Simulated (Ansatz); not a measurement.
CH5O (SMILES C[OH2+]), charge 1, multiplicity 1, relaxed at each level with Ansatz (a quantum-chemistry and plane-wave program); harmonic frequencies from differences of analytic forces, average atomic masses, frozen cores.

| level | C1–O2 (Å) | C1–H3 (Å) | C1–H4 (Å) | C1–H5 (Å) | O2–H6 (Å) | O2–H7 (Å) | O2–C1–H3 (°) | O2–C1–H4 (°) | O2–C1–H5 (°) | dipole (D) |
|---|---|---|---|---|---|---|---|---|---|---|
| HF/def2-TZVPP | 1.5049 | 1.0742 | 1.0742 | 1.0749 | 0.9530 | 0.9530 | 104.6 | 104.6 | 107.7 | - |
| PBE/def2-TZVPP | 1.5209 | 1.0925 | 1.0925 | 1.0935 | 0.9830 | 0.9830 | 104.5 | 104.5 | 108.5 | - |
| r2SCAN/def2-TZVPP | 1.5166 | 1.0844 | 1.0844 | 1.0856 | 0.9740 | 0.9740 | 104.4 | 104.4 | 108.2 | - |
| B3LYP/def2-TZVPP | 1.5196 | 1.0836 | 1.0836 | 1.0844 | 0.9742 | 0.9742 | 104.5 | 104.5 | 108.2 | - |
| PBE0/def2-TZVPP | 1.4982 | 1.0853 | 1.0853 | 1.0862 | 0.9718 | 0.9718 | 104.9 | 104.9 | 108.6 | - |
| wB97X-V/def2-TZVPP | 1.5104 | 1.0862 | 1.0862 | 1.0872 | 0.9732 | 0.9732 | 104.7 | 104.7 | 108.3 | - |
| CCSD(T)/cc-pVDZ | 1.5209 | 1.0984 | 1.0984 | 1.0998 | 0.9807 | 0.9807 | 104.2 | 104.2 | 108.4 | - |
